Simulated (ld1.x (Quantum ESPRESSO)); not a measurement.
## oxygen: variants of one TM potential

Base potential:

O (Z = 8), norm-conserving Troullier–Martins (Kleinman–Bylander form), made with ld1.x (Quantum ESPRESSO) 7.5 (LDA (PZ), scalar-relativistic). Core [He], reference 2s1 2p5. Waves: 2p (bound): rc 2.00 bohr; 3d channel at 0.5 Ry: rc 1.70 bohr; 2s (bound): rc 0.75 bohr. Local part: the s channel. Core correction: none.

All-electron outer shells of the reference configuration (LDA (PZ), scalar-relativistic, ld1.x):

| shell | level (eV) | outermost node (bohr) | outermost maximum (bohr) |
| --- | --- | --- | --- |
| 1s | -511.50 | – | 0.13 |
| 2s | -24.21 | 0.28 | 0.88 |
| 2p | -9.60 | – | 0.82 |

Cutoffs, loose and tight: the cutoffs (Ry, on a coarse ladder) from which the occupation-weighted sum of valence levels, in a spherical-Bessel basis at the reference potential, stays within 10 and 1 mRy of its value at 400 Ry. They do not see the model core or the augmentation charge, which bear on the density cutoff. Test errors are all-electron minus pseudo excitation energies from the reference, over the configurations 2s2 2p4; 2s2 2p3; 2s2 2p2; 2s2 2p0; 2s2 2p4.3; 2s1 2p4; 2s2 2p1 (two spin-polarised tests are not counted in the largest error). A dash means not determined; rows that change the core or the reference have their own tests. The largest error is taken over the tests solved by every variant that gives reliable tests at all: 2s2 2p0; 2s2 2p1; 2s2 2p2; 2s2 2p3; 2s2 2p4; 2s2 2p4.3.

Cutoffs are not given where the Bessel-basis levels miss the radial ones by over 6 mRy, ghosts where they miss by over 20 mRy; a channel whose overlap is not positive is not tested.

| change | outcome | cutoff, loose | cutoff, tight | bound ghosts | largest test error (meV) |
| --- | --- | --- | --- | --- | --- |
| base | generated | 70 Ry | 180 Ry | none | +7694 |
| functional PBE | generated | 70 Ry | 180 Ry | none | +7564 |
| wave 3d channel at 0.5 Ry: rc 1.70 bohr becomes 3d channel at 0.5 Ry: rc 1.22 bohr | generated | 70 Ry | 180 Ry | none | +7694 |
| core correction a·sin(br)/r model core inside 0.58 bohr | generated | 70 Ry | 180 Ry | none | +7641 |
| wave 2s (bound): rc 0.75 bohr becomes 2s (bound): rc 0.66 bohr | generated | 70 Ry | 180 Ry | none | +7707 |
| wave 2p (bound): rc 2.00 bohr becomes 2p (bound): rc 1.28 bohr | generated | 80 Ry | 180 Ry | none | +1761 |
| local potential the p channel | generated | 70 Ry | 180 Ry | none | +7538 |

(1) What comes out with this change to the base: type ultrasoft; waves now 2s (bound): rcut 0.65, rcutus 0.75 bohr; 2s channel at -1.2 Ry: rcut 0.65, rcutus 0.75 bohr; 2p (bound): rcut 1.75, rcutus 2.00 bohr; 2p channel at 0.35 Ry: rcut 1.75, rcutus 2.00 bohr; 3d channel at 0.5 Ry: rcut 1.50, rcutus 1.70 bohr; 3d channel at 2.4 Ry: rcut 1.50, rcutus 1.70 bohr; local potential all-electron potential smoothed inside 2.00 bohr (lloc = -1); augmentation built from norm-conserving waves at rcut, not smoothed further?

(2) What comes out with this change to the base: all radii scaled by about 0.86 (s 0.64, p 1.72, d 1.46 bohr)?

## Answers

(1) outcome: generated, overlap not positive; bound ghosts: not determined (overlap not positive); largest test error (meV): +5618. A file whose overlap is not positive is unfit for use, and its test errors describe a broken file.

(2) outcome: generated; cutoff, loose: 140 Ry; cutoff, tight: 300 Ry; bound ghosts: none; largest test error (meV): +4835.
